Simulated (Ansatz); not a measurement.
H2BrFSn (SMILES [F][SnH2][Br]), singlet, at a GFN2-xTB geometry (such geometries of metal compounds can be far from the true shape) (all electrons, no relativity), with bond 2-1 at 1.8 times its length; CASSCF(2,2)/STO-3G in Ansatz (an electronic-structure program).

Ansatz was given this input:
Ansatz 0.2 input:
```yaml
crystal:
  periodic: [false, false, false]
  atoms:
    - {symbol: Sn, position_ang: [-0.80509109, -0.27633828, 0.04532908]}
    - {symbol: F, position_ang: [-2.10431543, 2.78481282, -1.02766471]}
    - {symbol: Br, position_ang: [1.62113479, 0.08063691, 0.06421974]}
    - {symbol: H, position_ang: [-1.29435882, -1.36392601, -1.16128488]}
    - {symbol: H, position_ang: [-1.44886294, -0.46016280, 1.60414708]}
basis:
  gaussian:
    orbitals: STO-3G
hamiltonian:
  xc: hf
magnetization: {spin_polarized: false}
correlation: {active_space: {window: {electrons: 2, orbitals: 2}}}
```

Problem. What does Ansatz print? Leave out banner, timings and long lists.

Solution. 
```
Functional definition: HF
632 factors; integrals over basis functions are off by at most 2.7e-5 eV
mean field evaluation 1: about -234200.8007 eV, gradient 1.3e1 eV
mean field evaluation 2: about -234200.7880 eV, gradient 1.3e1 eV
mean field evaluation 4: about -234204.1852 eV, gradient 1.1e1 eV
mean field evaluation 8: about -234204.3095 eV, gradient 1.1e1 eV
mean field evaluation 16: about -234178.8832 eV, gradient 2.2e1 eV
mean field evaluation 32: about -234204.5745 eV, gradient 6.2e-2 eV
mean field evaluation 64: about -234205.9191 eV, gradient 4.9e0 eV
mean field -234206.62862821 eV, -8606.9348511322 hartree, gradient 8.7e-6 eV, S^2 0.000000; 6 other end points of the search recorded, 0 dependent functions left out
reference -234206.62862821 eV, -8606.9348511322 hartree; 48, 48 occupied and 4, 4 virtual orbitals, 632 factors
state -234212.16846386 eV, -8607.1384363373 hartree
Total energy: -234212.16846386 eV, -8607.1384363373 hartree
```
